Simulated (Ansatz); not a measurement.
This geometry of GeH4 + H (6 atoms, charge 0, multiplicity 2) is a first-order saddle point.

Theory: Ansatz, UKS PBE0-D4/def2-SVP.

```xyz
6
Properties=species:S:1:pos:R:3
Ge 0.000 0.000 -0.022
H 0.000 0.000 1.550
H 1.453 0.000 -0.525
H -0.726 1.258 -0.526
H -0.726 -1.258 -0.526
H 0.000 0.000 3.058
```

Problem. Which two structures does it join? (They come from a converged band through this point; their orientation in space is the band's.)

Solution. Bonds broken: Ge1–H2. Bonds formed: H2–H6. GeH4 + H becomes GeH3 + H2.

First end point:

```xyz
6
Properties=species:S:1:pos:R:3
Ge 0.000 0.000 -0.231
H 0.000 0.000 1.306
H 1.450 0.000 -0.743
H -0.724 1.255 -0.743
H -0.724 -1.255 -0.743
H 0.000 0.000 4.165
```

Last end point:

```xyz
6
Properties=species:S:1:pos:R:3
Ge 0.001 0.000 -0.526
H 0.000 0.000 2.878
H 1.469 0.000 -0.994
H -0.734 1.272 -0.994
H -0.734 -1.272 -0.994
H 0.000 0.000 3.640
```

Problem. How far does it lie above each of them?

Solution. 4.6 kJ/mol above the first and 71.4 kJ/mol above the second. This is the barrier of this one path; another mechanism may lie lower.

Time of the run: 64 s on 1 thread of Arm Neoverse V1 (shared host), peak memory 0.14 GiB.
